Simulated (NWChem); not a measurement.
# Correlation energy of Ge (+1)

```
Ge
```
Charge +1, spin multiplicity 2.

Program: NWChem.

Basis set: def2-SVP. Each correlation energy counts from its own Hartree-Fock reference.

The Hamiltonian is non-relativistic. The correlated methods keep 9 core orbitals frozen. No SCF solution was tested for a lower state. Open-shell Hartree-Fock references start from PBE0 orbitals. Coupled-cluster values serve here as a point of comparison, not as the truth.

Problem. For the correlation energy, UMP2 gives -160.0 mHa and SCS-UMP2 gives -149.8 mHa. What do CCSD on UHF, CCSD[T] on UHF, CCSD(T) on UHF give?

Solution. CCSD on UHF: -165.6 mHa; CCSD[T] on UHF: -170.3 mHa; CCSD(T) on UHF: -169.7 mHa.
